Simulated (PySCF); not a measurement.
Gas-phase reaction: 4 Ga(CH3)3 = 4 GaH(CH3)2 + C2H2 (acetylene) + 2 CH3

Computed with PySCF and rigid-rotor harmonic-oscillator thermochemistry at 1 bar. † marks an energy on the PBE0/def2-TZVP geometry and frequencies; other levels use their own. Open shells (unrestricted): CH3 (multiplicity 2); the rest are closed-shell singlets. B3LYP is the form with VWN-RPA correlation. Ga: all electrons, no relativistic terms. GaH(CH3)2: computed as isolated molecules; such fragments, hydroxides, amides, oligomers or adducts are transient or little studied in the gas.

PBE/def2-SVP gives ΔH°(298 K) = 753 kJ.

Task: What do B3LYP/def2-TZVP†, HF/def2-TZVP†, PBE0/def2-TZVP give?

Result: B3LYP/def2-TZVP†: 674 kJ; HF/def2-TZVP†: 522 kJ; PBE0/def2-TZVP: 743 kJ. For scale, ΔH°(298 K) is 753 kJ at this level, 739 kJ at ωB97M-V/def2-TZVP†, and runs from 522 to 880 kJ over the 18 levels computed († marks an energy on the PBE0/def2-TZVP geometry).
